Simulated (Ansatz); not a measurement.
Relaxation of a periodic cell of 32 atoms, H₆CO (contents 4 H2O + 4 CH4, density as packed 0.61 g/cm³ with natural masses), to a largest force component of 0.3 eV/Å in at most 15 steps.

Theory: Ansatz, DFT r2SCAN, scalar-relativistic, plane waves, PAW. Settings: accuracy low, cutoff 500 eV, k mesh 1x1x1, fermi-dirac smearing 0.02 eV, no spin polarisation.

```xyz
32
Lattice="7.1920 0.0000 0.0000 0.0000 7.1920 0.0000 0.0000 0.0000 7.1920" Properties=species:S:1:pos:R:3
O 5.607 5.134 5.881
H 4.920 4.988 6.548
H 5.290 5.901 5.382
O 6.333 1.887 4.597
H 6.631 0.981 4.428
H 6.943 2.211 5.276
O 1.770 6.538 7.236
H 1.217 6.904 6.530
H 1.783 5.587 7.055
O 2.481 5.525 2.331
H 1.602 5.814 2.043
H 2.297 4.858 3.008
C 1.644 2.215 0.699
H 1.822 3.236 0.364
H 0.766 1.814 0.192
H 1.475 2.209 1.776
H 2.511 1.598 0.464
C 6.487 4.018 1.865
H 5.658 3.477 2.320
H 6.888 3.437 1.035
H 7.268 4.177 2.608
H 6.134 4.981 1.497
C 5.020 6.986 2.305
H 4.000 7.333 2.468
H 5.205 6.102 2.915
H 5.720 7.773 2.584
H 5.154 6.737 1.253
C 2.335 2.624 4.210
H 2.663 3.452 4.838
H 2.528 1.682 4.722
H 2.881 2.644 3.268
H 1.267 2.718 4.014
```

Question: Where does it end, and by what steps?

Answer: The run ended unconverged. Limits of this set-up: coarse k mesh, low accuracy level. After 14 steps the energy has fallen by 1.311 eV; H8 moved furthest, 1.60 Å.

| step | energy less start (eV) | largest force component (eV/Å) | accepted |
| --- | --- | --- | --- |
| 0 | 0.0000 | 0.706 | yes |
| 1 | -0.2499 | 1.266 | yes |
| 2 | -0.4140 | 1.002 | yes |
| 3 | -0.5481 | 1.446 | yes |
| 4 | -0.6995 | 1.445 | yes |
| 5 | -0.8615 | 0.780 | yes |
| 6 | -0.9308 | 1.169 | yes |
| 7 | -1.0574 | 0.364 | yes |
| 8 | -1.1009 | 0.825 | yes |
| 9 | -1.1921 | 0.354 | yes |
| 10 | -1.2340 | 0.823 | yes |
| 11 | -1.2121 | 2.029 | no |
| 12 | -1.2608 | 0.662 | yes |
| 13 | -1.2840 | 0.444 | yes |
| 14 | -1.3105 | 0.307 | yes |

```xyz
32
Lattice="7.1920 0.0000 0.0000 0.0000 7.1920 0.0000 0.0000 0.0000 7.1920" Properties=species:S:1:pos:R:3
O 5.668 5.778 6.162
H 5.068 5.683 6.907
H 5.645 6.720 5.923
O 6.320 1.193 5.288
H 6.569 1.012 4.373
H 5.898 2.063 5.248
O 1.193 5.558 6.735
H 0.231 5.645 6.583
H 1.426 4.720 6.325
O 2.513 5.613 2.008
H 1.974 5.635 1.195
H 2.023 5.041 2.606
C 1.942 1.808 0.678
H 2.119 2.870 0.840
H 1.117 1.666 -0.017
H 1.707 1.325 1.624
H 2.836 1.346 0.268
C 6.266 3.810 1.802
H 5.240 3.957 2.136
H 6.281 3.176 0.919
H 6.844 3.327 2.588
H 6.715 4.770 1.564
C 5.106 7.493 2.321
H 4.480 8.239 2.808
H 5.177 6.613 2.955
H 6.096 7.905 2.111
H 4.629 7.211 1.387
C 2.645 3.073 4.476
H 3.209 3.707 5.160
H 2.698 2.036 4.801
H 3.063 3.171 3.476
H 1.600 3.382 4.460
```

Run time: 4.4 min on 1 thread of Arm Neoverse V1, with other jobs on the host, peak memory 0.67 GiB.
